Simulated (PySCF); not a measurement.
[CrBr3]- holds Cr(II), d4, at total charge -1. The structure is a model geometry with rigid ligands and bond lengths from ionic radii, not a minimum; coordination trigonal planar, point group D3h, metal–donor distances 2.48 Å.

Method (PySCF 2.14, density fitting): CASSCF(4,5) with orbitals averaged over all microstates of the shell, strongly contracted NEVPT2 on the averaged canonical orbitals; basis x2c-TZVPall on the metal, x2c-SVPall elsewhere; spin-free X2C; gas phase; spin-orbit coupling by state interaction with the mean-field operator over all roots.

CASSCF energies above the lowest CASSCF root:

| state | CASSCF / cm⁻¹ |
| --- | --- |
| 5E' | 0 |
| 5E'' | 5089 |
| 5A1' | 5951 |
| 3A2'' | 19499 |
| 3E' | 19546 |
| 3A1'' | 19583 |
| 3E'' | 19681 |
| 3A2' | 19759 |
| 3E' | 20265 |
| 3E'' | 22176 |
| 3A2' | 22496 |
| 3E'' | 22947 |
| 3E' | 23050 |
| 3A2'' | 23144 |
| 3A1'' | 23330 |
| 3E'' | 24797 |
| 3A1' | 25211 |
| 3A2' | 25264 |
| 3E'' | 25929 |
| 3E' | 26220 |
| 3A1'' | 27267 |
| 3A2'' | 27447 |

Task: How does dynamic correlation (SC-NEVPT2) move these states?

Result: 
```json
{"state": "5E'", "NEVPT2 / cm⁻¹": "0", "shift / cm⁻¹": "0"}
{"state": "5E''", "NEVPT2 / cm⁻¹": "5561", "shift / cm⁻¹": "+472"}
{"state": "5A1'", "NEVPT2 / cm⁻¹": "7087", "shift / cm⁻¹": "+1136"}
{"state": "3A2''", "NEVPT2 / cm⁻¹": "18210", "shift / cm⁻¹": "-1289"}
{"state": "3E'", "NEVPT2 / cm⁻¹": "18396", "shift / cm⁻¹": "-1150"}
{"state": "3A1''", "NEVPT2 / cm⁻¹": "18252", "shift / cm⁻¹": "-1331"}
{"state": "3E''", "NEVPT2 / cm⁻¹": "18524", "shift / cm⁻¹": "-1157"}
{"state": "3A2'", "NEVPT2 / cm⁻¹": "18550", "shift / cm⁻¹": "-1210"}
{"state": "3E'", "NEVPT2 / cm⁻¹": "19170", "shift / cm⁻¹": "-1095"}
{"state": "3E''", "NEVPT2 / cm⁻¹": "19788", "shift / cm⁻¹": "-2387"}
{"state": "3A2'", "NEVPT2 / cm⁻¹": "19957", "shift / cm⁻¹": "-2540"}
{"state": "3E''", "NEVPT2 / cm⁻¹": "22605", "shift / cm⁻¹": "-343"}
{"state": "3E'", "NEVPT2 / cm⁻¹": "20769", "shift / cm⁻¹": "-2281"}
{"state": "3A2''", "NEVPT2 / cm⁻¹": "21058", "shift / cm⁻¹": "-2086"}
{"state": "3A1''", "NEVPT2 / cm⁻¹": "21243", "shift / cm⁻¹": "-2087"}
{"state": "3E''", "NEVPT2 / cm⁻¹": "22501", "shift / cm⁻¹": "-2296"}
{"state": "3A1'", "NEVPT2 / cm⁻¹": "22689", "shift / cm⁻¹": "-2522"}
{"state": "3A2'", "NEVPT2 / cm⁻¹": "23458", "shift / cm⁻¹": "-1806"}
{"state": "3E''", "NEVPT2 / cm⁻¹": "23944", "shift / cm⁻¹": "-1986"}
{"state": "3E'", "NEVPT2 / cm⁻¹": "24200", "shift / cm⁻¹": "-2020"}
{"state": "3A1''", "NEVPT2 / cm⁻¹": "25614", "shift / cm⁻¹": "-1652"}
{"state": "3A2''", "NEVPT2 / cm⁻¹": "25743", "shift / cm⁻¹": "-1703"}
```

The geometry is a model, and the complex may not exist in this form. The ground state is orbitally degenerate in this regular structure, which would distort (Jahn–Teller). NEVPT2 lifts 5A1' from 5951 to 7087 cm⁻¹; on the d shell alone such lifts tend to overshoot. Gaps between spin states lean to high spin in this active space.
